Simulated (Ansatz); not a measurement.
`NB(F)[O][GeH3]` and `NBF` differ in one atom or group.

Ansatz, PBE0-D4/def2-TZVP geometries, multiplicity 1. Each molecule was computed in one conformer, which needn't be the lowest.

Scalar relativity is left out up to krypton.

```tsv
property	`NB(F)[O][GeH3]`
HOMO–LUMO gap (B3LYP/def2-TZVPP) / eV	7.53
size of the dipole moment (ωB97M-V/def2-TZVPP) / D	0.80
LUMO energy (PBE/def2-TZVPP) / eV	-0.61
LUMO energy (ωB97M-V/def2-TZVPP) / eV	1.84
LUMO energy (B3LYP/def2-TZVPP) / eV	-0.03
size of the dipole moment (B3LYP/def2-TZVPP) / D	0.84
```

Task: Give the same properties after the change, and the shifts. (Estimate.)

Result: The calculation gave: 
```json
{"property": "HOMO–LUMO gap (B3LYP/def2-TZVPP) / eV", "`NBF`": "8.94", "shift": "1.41"}
{"property": "size of the dipole moment (ωB97M-V/def2-TZVPP) / D", "`NBF`": "2.39", "shift": "1.59"}
{"property": "LUMO energy (PBE/def2-TZVPP) / eV", "`NBF`": "-0.07", "shift": "0.54"}
{"property": "LUMO energy (ωB97M-V/def2-TZVPP) / eV", "`NBF`": "2.27", "shift": "0.43"}
{"property": "LUMO energy (B3LYP/def2-TZVPP) / eV", "`NBF`": "0.62", "shift": "0.65"}
{"property": "size of the dipole moment (B3LYP/def2-TZVPP) / D", "`NBF`": "2.41", "shift": "1.57"}
```

With PBE0 the HOMO falls by 0.77 eV and the LUMO rises by 0.68 eV, so the gap widens by about 1.45 eV. PBE moves the HOMO by -0.77 eV and ωB97M-V by -0.81 eV. Dipoles are sizes alone; their direction can turn.

B3LYP here is the variant with VWN-RPA as its local correlation; programs differ in this.
